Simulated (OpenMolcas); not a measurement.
## Levels of Ge I by method

```yaml
Program: OpenMolcas 26.06
Basis: ANO-RCC-VTZP [6s5p3d1f]
Scalar_Hamiltonian: DKH2, point nucleus
Active_space: 4 electrons in 8 orbitals (4s 4p 5s 5p)
State_averaging: 2S+1 = 3 even, 3 roots; 2S+1 = 1 even, 6 roots; 2S+1 = 5 odd, 1 root; 2S+1 = 3 odd, 5 roots
Spin-orbit_coupling: state interaction with AMFI integrals over the reference wave functions, term energies averaged over their components
```

Methods on the same reference wave functions:
A. CASSCF
B. SS-CASPT2, IPEA 0.25 Eh, imaginary shift 0.1 Eh (closed shells correlated: 3d)
C. XMS-CASPT2, IPEA 0.25 Eh, imaginary shift 0.1 Eh (closed shells correlated: 3d)

Energies in cm-1 above 4s2 4p2 3P0, the measured ground level; measured values from NIST Handbook of Basic Atomic Spectroscopic Data.

```csv
Level,A,B,C,Measured
4s2 4p2 3P0,0.0,0.0,0.0,0.0
4s2 4p2 3P1,466,458,456,557
4s2 4p2 3P2,1203,1192,1191,1410
4s2 4p2 1D2,9150,8580,8630,7125
4s2 4p2 1S0,16043,18010,18390,16367
4s 4p3 5S* 2,32491,38310,38700,41927
```

Deviations, from unrounded energies. A percentage is the sum of absolute deviations over the sum of measured energies, with the sign that they share, or ± where signs differ.

```
                        Against measurement  Levels      A      B      C
             mean absolute deviation (cm-1)       5   2400   1400   1400
      fine structure of the ground term (%)       2  -15.1  -16.1  -16.3
other terms of the ground configuration (%)       2  ±10.0  +13.2  +15.0
                   other configurations (%)       1  -22.5   -8.6   -7.7
```

B, C lie about equally close to measurement and A furthest from it. The largest miss of B in the table is 4s 4p3 5S* 2, by -3600 cm-1. The ranking rests on the paired levels alone, and a cruder setting can come out closer through cancelling errors.

Between B and C the level of the table that moves most is 4s 4p3 5S* 2, by 390 cm-1 (lowest in B, highest in C). Moves below CASPT2's spread within the term are not significant.

The mean deviations of B to C differ by less than CASPT2's widest spread within a term (82 cm-1), so their order carries little weight.

From A to B the spin-free energies of the other terms of 4s2 4p2 shown, above 3P, scale by factors of 0.93 to 1.13.

The lowest spin-free term lies below A's lowest term by 0.427 hartree in B, 0.429 hartree in C.

CASPT2 does not keep the components of a term degenerate, so their means are used; among the terms shown or strongly mixed into the levels shown the widest spread is 82 cm-1 (4s2 4p2 1D, B). Over all roots computed the reference weight is 0.90 to 0.96 in B, 0.90 to 0.96 in C; the roots of lowest weight are the least certain, and an intruder state may touch them. Active for correlation alone: 5p 5s; no level in the range computed is led by a configuration that fills them, so any true level of that kind is missing. Terms of s pⁿ other than that of highest spin mix with s² pⁿ⁻² d, which this space lacks; all of them can be thousands of cm-1 off, and some have no real level of that name. Without dynamic correlation excited terms often stand tens of per cent too high (terms of higher spin than the ground term too low), and those without a measured partner can miss by more than the paired ones (holds for A). Some terms miss by over 15 % even with CASPT2, which points to a basis or an active space too small for the shells correlated (holds for B; C). Computed and measured levels are paired by configuration, term and J; levels that our copy of the source lacks, or whose pairing is in doubt (as where it misses far off the trend of its configuration), stay unpaired and out of the deviations. Levels of configurations outside the active space are missing. Levels that lie high or do not pair safely by name in every column are left out.

* marks odd parity.
